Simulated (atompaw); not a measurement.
Pb PAW (atompaw): all-electron and pseudo phase curves

atompaw 4.2.0.5 input, output lines left out:

```
Pb 82
GGA-PBE scalarrelativistic loggrid 2001 logderivrange -4 5 226
6 6 5 4 0 0
6 1 1
0 0 0
c
c
c
c
c
v
c
c
c
c
v
c
c
v
c
2
2.55 2.10 2.30 1.75
y
0.9
n
y
1.2
n
y
-1.35
n
custom polynom vanderbiltortho besselshape
3 0 troulliermartins
1.10
1.10
2.55
2.55
2.55
1.60
```

The phase is arctan(r·u′/u) with u = r·R(r), unwrapped; energies in Ry, scanned from -4 to 5 Ry. A pole is an energy at which the radial function vanishes at the test radius. The pseudo phase is shifted by a multiple of π to meet the all-electron one at the reference energy, and phase errors are pseudo minus all-electron; the curves can meet again beyond the range given. Levels narrower than the energy grid can be missing from the lists of poles.

Problem. For each channel, where are the poles, and over which energies does the pseudopotential scatter like the atom?

Solution.

```
channel  radius (bohr)  reference energy (Ry)  poles, all-electron  poles, pseudo  unbroken range about the reference energy with phases within 0.05 rad  phase error 1 Ry above the reference energy (rad)
      s           2.56                  -1.41                -0.02          -0.02                                                        the whole range                                             -0.000
      p           2.56                  -0.72                 1.78           1.78                                                        the whole range                                             +0.000
      d           2.56                  -2.12          -1.96, 4.68          -1.96                                                              below 1.0                                             +0.000
```

Note: ghost states, extra bound levels that the all-electron valence spectrum of the same l lacks: s at -147.7 eV, p at -68.9 eV. A true bound ghost makes a file unfit for plane-wave use.

Phases in the s channel:

| E (Ry) | all-electron | pseudo |
| --- | --- | --- |
| -4.00 | 1.294 | 1.294 |
| -3.52 | 1.250 | 1.250 |
| -3.04 | 1.179 | 1.179 |
| -2.56 | 1.038 | 1.038 |
| -2.08 | 0.648 | 0.648 |
| -1.60 | -0.533 | -0.533 |
| -1.12 | -1.234 | -1.234 |
| -0.64 | -1.448 | -1.448 |
| -0.16 | -1.549 | -1.549 |
| 0.32 | -1.613 | -1.613 |
| 0.80 | -1.664 | -1.664 |
| 1.28 | -1.711 | -1.711 |
| 1.76 | -1.763 | -1.763 |
| 2.24 | -1.828 | -1.828 |
| 2.72 | -1.926 | -1.927 |
| 3.20 | -2.103 | -2.106 |
| 3.68 | -2.514 | -2.526 |
| 4.16 | -3.409 | -3.437 |
| 4.64 | -4.075 | -4.093 |
